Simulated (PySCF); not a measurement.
A species of formula C7H10O has this rotational fingerprint, computed with wB97X-D/def2-SVPD in PySCF (dipole) on a GFN2-xTB geometry, gas phase:

- Rotational constants: A = 3360, B = 1842, C = 1293 MHz
- Dipole components: |μa| = 1.87 D, |μb| = 3.32 D, |μc| = 0.14 D
- Inertial defect: -33.96 u·Å²
- κ: -0.47

Task: Which candidate fits, each taken in the one conformer that was computed?
A. `[CH3:1][CH2:2][C@@H:3]1[CH2:4][CH:5]=[CH:6][C:7]1=[O:8]` with C1–C2–C3–C4 -174°
B. `[CH:1]#[C:2][C:3](=[CH2:4])[O:5][CH:6]([CH3:7])[CH3:8]` with C2–C3–O5–C6 180°, C3–O5–C6–C7 -159°
C. `[CH2:1]=[CH:2][CH2:3][C@H:4]([CH:5]=[CH2:6])[CH:7]=[O:8]` with C1–C2–C3–C4 -118°, C2–C3–C4–C5 -65°, C3–C4–C5–C6 131°, C3–C4–C7–O8 7°

Result: A. It is CC[C@@H]1CC=CC1=O, an asymmetric top, point group C1. The candidates at the same level (rigid rotor, commonest isotopes):

```
           SMILES  A (MHz)  B (MHz)  C (MHz)  μa (D)  μb (D)  μc (D)  Δ (u·Å²)  point group           rotor
   C#CC(=C)OC(C)C     3953     1198     1038    1.17    0.67    0.21    -62.54           C1  asymmetric top
CC[C@@H]1CC=CC1=O     3360     1842     1293    1.87    3.32    0.14    -33.96           C1  asymmetric top
C=CC[C@H](C=C)C=O     2395     1506    996.1    0.71    2.40    0.86    -39.11           C1  asymmetric top
```

`C#CC(=C)OC(C)C` has B 35 % too low; `C=CC[C@H](C=C)C=O` has A 29 % too low. No structure here is proved a minimum.
